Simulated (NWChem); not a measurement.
System: arsine (AsH3); SMILES [AsH3]

All runs: NWChem. Each level has its own optimisation; frequencies are unscaled.

For level PBE/def2-SVP:

| Quantity | Value |
|---|---|
| lowest (cm⁻¹) | 907 |
| dipole (D) | 0.41 |

**Question.** What are these values for level LDA (Slater exchange, VWN5)/def2-SVP?

**Answer.** 
| Property | Result |
|---|---|
| lowest (cm⁻¹) | 888 |
| dipole (D) | 0.55 |
